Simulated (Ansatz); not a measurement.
Born–Oppenheimer molecular dynamics of C₂H₄ClFOSi (10 atoms, charge 0, multiplicity 1). It starts at the highest image of a converged band, a first-order saddle point between two minima.

The calculation used RKS PBE-D4/def2-SVP in Ansatz 0.2.0.

| Property | Result |
| --- | --- |
| ensemble | NVE (velocity Verlet) |
| time step | 0.5 fs |
| steps asked | 200 |
| starting velocities drawn for | 300 K |
| seed | 10809 |

Frames 5 fs apart, positions in Å, forces in eV/Å.

Velocities at 0 fs (Å/ps):

```
F -2.80 4.85 1.23
C 5.77 0.78 2.47
C 2.22 -2.06 -13.42
Cl 0.99 -1.26 1.88
O -2.13 0.00 4.21
Si -1.29 -1.04 -0.22
H -8.16 -16.31 16.77
H 6.29 22.09 -13.27
H -11.56 3.99 -9.14
H 5.60 -12.91 -13.84
```

```xyz
10
Properties=species:S:1:pos:R:3:forces:R:3 time_fs=0 energy_less_start_eV=0.000 T=300
F -1.700 -0.041 0.177 -0.01 0.00 0.00
C -0.341 0.055 0.008 0.02 0.00 0.00
C 0.288 -1.297 -0.207 0.00 0.00 0.00
Cl -0.241 -2.058 -1.758 0.00 0.00 0.00
O -0.032 1.046 -0.890 0.00 0.01 0.00
Si 0.466 1.454 1.125 -0.01 0.00 0.00
H 1.389 -1.190 -0.240 0.00 0.00 0.00
H 0.009 -1.978 0.619 0.00 0.00 0.00
H -0.759 2.256 1.559 0.00 0.00 0.00
H 1.004 1.704 -0.389 0.00 0.00 0.00
10
Properties=species:S:1:pos:R:3:forces:R:3 time_fs=5 energy_less_start_eV=0.116 T=188
F -1.712 -0.017 0.183 0.89 -0.20 -0.10
C -0.315 0.056 0.020 -0.94 -0.61 0.08
C 0.296 -1.303 -0.272 -0.02 0.38 1.80
Cl -0.236 -2.065 -1.749 -0.16 -0.25 -0.78
O -0.041 1.048 -0.870 0.67 0.92 -0.65
Si 0.460 1.449 1.124 -0.01 0.32 0.23
H 1.400 -1.257 -0.180 0.04 0.23 -0.46
H 0.011 -1.922 0.598 -0.22 -0.34 -0.03
H -0.801 2.263 1.510 0.24 -0.22 -0.02
H 1.010 1.629 -0.455 -0.49 -0.23 -0.08
10
Properties=species:S:1:pos:R:3:forces:R:3 time_fs=10 energy_less_start_eV=0.009 T=292
F -1.713 0.004 0.188 1.16 -0.45 -0.42
C -0.308 0.047 0.035 -1.26 -0.59 0.70
C 0.304 -1.302 -0.302 -0.08 0.15 2.72
Cl -0.233 -2.073 -1.746 -0.38 -0.41 -1.42
O -0.040 1.064 -0.861 0.58 1.23 -1.21
Si 0.453 1.447 1.125 0.54 0.13 1.05
H 1.418 -1.272 -0.217 -0.29 0.23 -0.30
H -0.025 -1.936 0.567 0.21 0.04 -0.34
H -0.802 2.225 1.461 -0.30 -0.09 0.13
H 0.908 1.500 -0.559 -0.19 -0.26 -0.91
10
Properties=species:S:1:pos:R:3:forces:R:3 time_fs=15 energy_less_start_eV=-0.358 T=645
F -1.700 0.020 0.187 0.64 -0.65 -0.60
C -0.323 0.028 0.063 -0.39 0.42 0.59
C 0.308 -1.297 -0.284 -0.61 0.42 0.76
Cl -0.232 -2.084 -1.751 -0.43 -0.22 -1.29
O -0.040 1.094 -0.869 -0.91 0.53 -0.75
Si 0.451 1.446 1.135 0.56 0.21 0.68
H 1.402 -1.231 -0.319 0.31 0.16 0.22
H -0.027 -1.971 0.501 0.23 -0.40 0.74
H -0.860 2.161 1.440 -0.21 -0.16 0.11
H 0.905 1.356 -0.831 0.82 -0.30 -0.47
10
Properties=species:S:1:pos:R:3:forces:R:3 time_fs=20 energy_less_start_eV=-0.554 T=836
F -1.681 0.027 0.179 -0.70 -0.77 -0.46
C -0.346 0.015 0.102 0.74 0.93 -0.09
C 0.303 -1.286 -0.247 0.10 -0.79 0.44
Cl -0.233 -2.096 -1.766 -0.27 0.14 -0.44
O -0.046 1.131 -0.891 2.22 0.16 -0.26
Si 0.454 1.447 1.151 0.02 0.35 0.08
H 1.413 -1.157 -0.370 -0.56 -0.06 0.48
H 0.040 -2.051 0.549 0.51 0.73 -0.29
H -0.958 2.058 1.443 0.37 -0.22 -0.02
H 0.966 1.154 -1.172 -2.42 -0.48 0.56
10
Properties=species:S:1:pos:R:3:forces:R:3 time_fs=25 energy_less_start_eV=-0.635 T=912
F -1.669 0.025 0.165 -1.67 -0.85 -0.10
C -0.356 0.021 0.139 0.83 0.88 -0.87
C 0.296 -1.286 -0.203 -0.22 0.45 -1.08
Cl -0.237 -2.107 -1.783 0.03 0.47 0.57
O -0.033 1.173 -0.911 0.39 -1.27 0.75
Si 0.457 1.451 1.167 0.49 0.11 -0.18
H 1.358 -1.088 -0.327 0.74 0.01 -0.05
H 0.199 -2.023 0.585 -0.35 -0.44 0.62
H -0.986 1.915 1.443 0.12 0.22 -0.05
H 0.694 0.813 -1.489 -0.35 0.41 0.39
10
Properties=species:S:1:pos:R:3:forces:R:3 time_fs=30 energy_less_start_eV=-0.284 T=574
F -1.677 0.012 0.150 -1.22 -0.67 0.11
C -0.351 0.043 0.159 0.13 0.38 -1.40
C 0.291 -1.282 -0.175 1.43 0.07 -0.09
Cl -0.240 -2.115 -1.796 0.26 0.76 1.24
O -0.017 1.192 -0.923 0.38 -2.67 -0.11
Si 0.464 1.456 1.182 0.81 0.00 -0.11
H 1.391 -1.032 -0.282 -0.59 -0.36 -0.21
H 0.291 -2.025 0.688 -0.61 0.50 -0.80
H -0.987 1.823 1.435 -0.19 0.55 0.04
H 0.380 0.607 -1.675 -0.39 1.44 1.33
10
Properties=species:S:1:pos:R:3:forces:R:3 time_fs=35 energy_less_start_eV=-0.276 T=566
F -1.700 -0.009 0.136 -0.11 -0.37 0.16
C -0.343 0.074 0.151 -0.39 -0.02 -1.65
C 0.308 -1.273 -0.154 -0.25 1.18 -1.31
Cl -0.241 -2.118 -1.802 0.31 0.91 1.44
O 0.004 1.182 -0.925 -0.49 -2.33 0.76
Si 0.478 1.461 1.196 0.02 0.24 0.11
H 1.360 -1.043 -0.289 0.78 -0.11 -0.29
H 0.244 -1.970 0.674 -0.54 -0.66 0.39
H -1.012 1.852 1.435 0.34 0.39 0.06
H -0.021 0.594 -1.734 0.33 0.77 0.32
10
Properties=species:S:1:pos:R:3:forces:R:3 time_fs=40 energy_less_start_eV=-0.501 T=783
F -1.725 -0.035 0.124 0.66 -0.07 0.04
C -0.341 0.104 0.111 -0.21 -0.24 -1.26
C 0.325 -1.246 -0.153 -0.11 -0.18 -0.58
Cl -0.241 -2.115 -1.797 0.21 0.94 1.18
O 0.013 1.141 -0.911 -0.83 -2.11 0.02
Si 0.492 1.468 1.211 -0.23 0.31 0.14
H 1.424 -1.098 -0.342 -0.61 -0.21 0.41
H 0.086 -1.990 0.671 0.30 0.60 -0.71
H -0.967 1.973 1.449 0.33 0.15 0.05
H -0.283 0.697 -1.771 0.48 0.81 0.70
10
Properties=species:S:1:pos:R:3:forces:R:3 time_fs=45 energy_less_start_eV=-0.601 T=879
F -1.742 -0.061 0.113 0.99 0.25 -0.19
C -0.344 0.128 0.048 -0.25 -1.61 0.60
C 0.336 -1.219 -0.168 -1.45 -0.14 -1.33
Cl -0.239 -2.106 -1.785 0.20 0.81 0.74
O 0.016 1.071 -0.892 -0.85 0.58 -1.86
Si 0.504 1.477 1.227 0.18 0.03 -0.13
H 1.415 -1.187 -0.319 0.40 0.21 0.32
H -0.023 -1.932 0.569 0.19 -0.34 0.64
H -0.855 2.134 1.474 -0.22 0.04 -0.01
H -0.519 0.973 -1.757 0.80 0.18 1.22
10
Properties=species:S:1:pos:R:3:forces:R:3 time_fs=50 energy_less_start_eV=-0.420 T=705
F -1.747 -0.085 0.099 0.85 0.40 -0.40
C -0.353 0.119 -0.001 -0.88 -2.56 3.13
C 0.322 -1.199 -0.204 -0.63 -1.82 0.12
Cl -0.236 -2.091 -1.768 0.25 0.62 0.31
O 0.011 1.017 -0.891 0.44 3.41 -2.90
Si 0.518 1.487 1.242 0.06 -0.28 -0.40
H 1.441 -1.232 -0.217 -0.52 0.43 0.01
H -0.074 -1.906 0.564 0.40 0.30 0.01
H -0.779 2.298 1.494 -0.15 -0.27 -0.21
H -0.626 1.216 -1.623 0.17 -0.23 0.33
10
Properties=species:S:1:pos:R:3:forces:R:3 time_fs=55 energy_less_start_eV=-0.487 T=770
F -1.742 -0.104 0.081 0.05 0.25 -0.37
C -0.378 0.067 0.005 -0.32 0.45 2.04
C 0.295 -1.211 -0.240 -0.12 -1.58 1.06
Cl -0.231 -2.072 -1.748 0.22 0.24 -0.10
O 0.015 1.003 -0.927 -1.05 2.83 -2.28
Si 0.532 1.494 1.253 -0.25 -0.63 -0.78
H 1.393 -1.182 -0.122 0.08 0.25 -0.50
H -0.051 -1.853 0.592 0.02 -0.25 0.04
H -0.739 2.399 1.466 0.00 -0.48 -0.29
H -0.758 1.481 -1.418 1.36 -1.08 1.19
```

Of the whole run (100 fs, mean temperature of the second half 641 K): The conserved energy stayed within 0.28 meV per atom of its start (net change 0.2 meV per atom), so the integration is sound. The kinetic energy rose, since the run started high on the potential surface and went downhill. A run of 0.1 ps of so small a system gives no equilibrium averages. The orbitals stay closed-shell, which can raise the energy where a bond breaks towards radicals; this wasn't checked here.

The run took 2.5 min on 2 threads of AMD EPYC 9R45 96-Core Processor (Zen 5), on a shared host, peak memory 0.17 GiB.
